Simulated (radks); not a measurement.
Numerical settings for neutral xenon, [Xe]. Calculated with a radial shooting solver on a logarithmic mesh with Libxc functionals: Dirac Kohn-Sham, PBE, spin-unpolarised, spherical densities, finite nucleus; Fermi nuclear charge, rms radius 4.7859 fm. The defaults (mesh step 0.008 in ln r, mesh end at 40 bohr or more with all orbitals vanishing there, Anderson mixing 0.5 over 9 steps, residual threshold near 1e-9 with the energy settled to 1e-9 hartree or 1e-11 of itself, here a cap of 64 iterations) give E = -7450.0051 hartree and 5p3/2 at -7.855 eV in 13 iterations. Times are rough (one thread of a shared host). Changes against that run (0 stands for a change within the tolerance of the run):

| setting | iterations | converged | E (mhartree) | e(5p3/2) (meV) | CPU (s) |
|---|---|---|---|---|---|
| mesh step in ln r 0.2 | 4 | no | diverged | - | 0.01 |
| mesh step in ln r 0.005 | 13 | yes | 0 | 0 | 0.17 |
| mesh step in ln r 0.05 | 12 | yes | +0.0667 | -0.00556 | 0.02 |
| mesh end (bohr) 400 | 13 | yes | 0 | 0 | 0.11 |
| mesh end (bohr) 1 | 13 | level above zero | +3.36e+05 | +1.02e+06 | 0.08 |
| residual threshold 1e-16 | 64 | no | 0 | 0 | 0.27 |
| residual threshold 0.1 | 8 | yes | 0 | -3.39 | 0.08 |
| mixing 0.05 | 21 | yes | 0 | 0 | 0.16 |
| linear mixing, mixing 0.8 | 44 | yes | 0 | 0 | 0.28 |
| linear mixing, mixing 0.2 | 64 | no | 0 | -0.00315 | 0.39 |
| mixing history 3 | 17 | yes | 0 | 0 | 0.13 |
| iteration cap 5 | 5 | no | +0.00225 | +4.08 | 0.05 |

Settled on a wrong energy, with an occupied level pushed above zero by the early mesh end: mesh end (bohr) 1 (+336 hartree). Apart from these: no run marked as converged misses the energy by more than 1 mhartree. A mesh that ends early acts as a hard wall.
